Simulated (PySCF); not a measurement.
# Computed properties of InCl, SMILES [Cl][In]

InCl, SMILES [In][Cl] (connectivity only; charge and spin as stated), neutral, multiplicity 1. Geometry optimised at PBE0-D3(BJ)/def2-TZVP. The def2 effective core potentials stand for the cores of In; spin–orbit coupling is left out. The values are those of a single conformer. All values are computed for the isolated molecule unless a solvent is named; none is compared with measurement here.

**Structure.** The optimised structure has C∞v symmetry. All 1 harmonic modes at PBE0-D3(BJ)/def2-TZVP (PySCF) are real, so it is a minimum.

**Vibrations.** The strongest infrared lines (harmonic, unscaled, degenerate partners summed) lie at 312 cm⁻¹ (81 km/mol, Cl 76 %, In 24 %). The softest mode is at 312 cm⁻¹ and the zero-point energy is 0.4 kcal/mol.

**Electronic structure.** PBE0/def2-TZVPD (PySCF) places the frontier levels at -7.31 and -1.83 eV, a gap of 5.48 eV, and gives a dipole moment of 3.55 D and a mean polarisability of 57.9 bohr³.

**Excitations.** TDDFT-M06-2X/def2-TZVPD (PySCF) has S1 at 4.49 eV (276 nm, f = 0.258, bright); the most intense of the 10 singlets computed lies at 6.55 eV (f = 0.69). Strengths of degenerate partners are summed. T1 (TDA) is at 3.24 eV. No vertical singlet excitation falls in the visible range (under 3.1 eV).
